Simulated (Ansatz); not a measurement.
Program: Ansatz. Geometries: PBE0-D4/def2-TZVP. ΔE: electronic, gas phase. CCSD(T)/CBS is the MP2 limit (def2-TZVPP, def2-QZVPP) plus CCSD(T) − MP2 in def2-TZVPP, frozen cores. This one scheme is used for every species. Functionals use def2-TZVPP. B3LYP here is the variant with VWN-RPA as its local correlation; programs differ in this. HSE06 is defined as in plane-wave codes. One conformer a species, not always the lowest.

`O=CBF` + `OC=S` → `O=COC=S` + `BF`  (substitution at a C–B bond)

Is it downhill or uphill in electronic energy at CCSD(T)/CBS, and by how much? (Best estimate.)

Computed: Downhill: ΔE = -0.22 eV.

What do these levels give: revPBE-D4, BLYP-D4, r2SCAN-D4, B3LYP-D4, CAM-B3LYP-D4, ωB97X-V, ωB97M-V, PBE, BLYP, r2SCANh, HSE06, CCSD(T)/def2-TZVPP? (An estimate is asked.)

The calculation gave: revPBE-D4 -0.27, BLYP-D4 -0.28, r2SCAN-D4 -0.32, B3LYP-D4 -0.28, CAM-B3LYP-D4 -0.30, ωB97X-V -0.28, ωB97M-V -0.25, PBE -0.25, BLYP -0.24, r2SCANh -0.30, HSE06 -0.25, CCSD(T)/def2-TZVPP -0.27 eV.

Largest T1 diagnostic among the species: 0.018.

Leaving LDA and LC-ωPBE aside and taking each functional with its dispersion term where it has one, the values spread over 0.07 eV, from r2SCAN-D4 to ωB97M-V. LDA lies −0.11 eV from PBE without D4. At CCSD(T), def2-SVP lies −0.15 eV from the extrapolated value and def2-TZVPP −0.04 eV.
